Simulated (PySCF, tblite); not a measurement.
Isomers of C8H11P. Method: GFN2-xTB as coded in tblite; computed harmonic values from a numerical Hessian at the method's own geometry, unscaled. Against measured fundamentals such values can be off by several per cent, at times by over 20. Modes of hydrogen on phosphorus can be 10 to 20 % off. One conformer each.

Electronic energies: PBE0/pcSseg-1 single points on the GFN2-xTB geometries (PySCF, gas phase).

```
         SMILES  electronic energy, lowest = 0 (kJ/mol)
C=Cc1[pH]ccc1CC                                   119.1
  CC(C)c1ccpcc1                                     0.1
  CC(C)c1cccpc1                                     0.0
```

Task: How do GFN2-xTB zero-point energies change the relative energies?

Result: 
```
         SMILES  ZPE (kJ/mol)  of it from modes above 1550 cm⁻¹  electronic (kJ/mol)  with ZPE, lowest = 0 (kJ/mol)  lowest mode (cm⁻¹)  rings
  CC(C)c1cccpc1         433.9                             208.6                  0.0                            0.0                  38      1
  CC(C)c1ccpcc1         433.9                             208.4                  0.1                            0.1                  44      1
C=Cc1[pH]ccc1CC         421.0                             215.1                119.1                          106.2                  50      1
```

The zero-point energies span 12.9 kJ/mol, from `C=Cc1[pH]ccc1CC` to `CC(C)c1cccpc1`. The order is unchanged.

Task: And how do the electronic energies of GFN2-xTB itself compare?

Result: `CC(C)c1cccpc1` 0.0; `CC(C)c1ccpcc1` 1.1; `C=Cc1[pH]ccc1CC` 96.4 kJ/mol, lowest = 0. Against the energies above, taken from the same isomer `CC(C)c1cccpc1`, the largest difference is 22.7 kJ/mol.

Task: What do entropy and thermal enthalpy add at 298.15 K and 1 bar (rigid rotor, harmonic oscillator, one conformer each)?

Result: 
```tsv
SMILES	point group	symmetry number	S (J/(mol K))	H − H(0) (kJ/mol)	ZPE + H − H(0) − TS (kJ/mol)
CC(C)c1cccpc1	Cs	1	400.2	27.39	342.0
CC(C)c1ccpcc1	Cs	1	398.9	27.31	342.3
C=Cc1[pH]ccc1CC	C1	1	409.4	28.81	327.7
```
